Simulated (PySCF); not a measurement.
## Spin states of PbO⁺

Unrestricted PBE0; basis Pb def2-SVP with ECP60, O def2-SVP; scalar-relativistic core potentials; PySCF 2.14. Outer shells of the fragments: Pb+ 5d10 6s2 6p1; O 2s2 2p4.

Followed along the bond (rough minima from three points):

```json
{"2Ms+1": "2", "unpaired": "π ↑", "⟨S²⟩ at the start": "0.76", "R at minimum (Å)": "2.11", "Te (eV)": "0.00"}
{"2Ms+1": "2", "unpaired": "σ ↑", "⟨S²⟩ at the start": "0.77", "R at minimum (Å)": "2.00", "Te (eV)": "0.55"}
{"2Ms+1": "4", "unpaired": "σ ↑, π ↑↑", "⟨S²⟩ at the start": "3.76", "R at minimum (Å)": "none in the scan", "Te (eV)": "≤ 2.94"}
```

Solutions found at the starting distance of 2.095 Å, counted from the lowest of them; the search is not exhaustive and high or unbound solutions are not listed, so other states can lie among these:

```csv
2Ms+1,unpaired,term,E (eV),⟨S²⟩,⟨Lz²⟩,μ (D)
2,π ↑,²Π,0.00,0.76,1.02,-2.81
2,σ ↑,²Σ⁺,0.65,0.77,0.00,-3.71
4,"σ ↑, π ↑↑",mixed,3.34,3.76,2.01,0.11
4,"σ ↑, π ↑↑",mixed,3.49,3.76,2.00,0.11
4,π ↑↑↑,⁴Π,3.56,3.76,1.00,1.85
2,"σ ↑, π ↑↓",mixed,3.67,1.76,2.01,0.27
2,"σ ↓, π ↑↑",mixed,4.13,1.76,2.01,0.08
4,"σ ↑↑, π ↑",⁴Π,5.44,3.75,1.01,0.86
4,"σ ↑, π ↑↑",⁴Σ⁻,5.67,3.75,0.00,2.32
```

A term symbol is given only where ⟨S²⟩ and ⟨Lz²⟩ are close to those of a pure state; real π, δ and φ orbitals otherwise mix terms. A positive dipole points towards O; it is taken about the centre of mass and depends on that origin.

Compare the gap between the two lowest followed solutions at the starting distance with the gap between their minima.

At PBE0 the second solution (doublet, unpaired electrons σ ↑) lies +0.65 eV from the first (doublet, unpaired electrons π ↑) at 2.095 Å and +0.55 eV at the minima; the two curves relax by different amounts, since their minima lie near 2.00 and 2.11 Å.

These are scalar-relativistic numbers at best; spin–orbit coupling would shift them, the dissociation energy most. Counting both spins, an empty level lies below a filled one in some of these solutions, because spin and occupation are held.
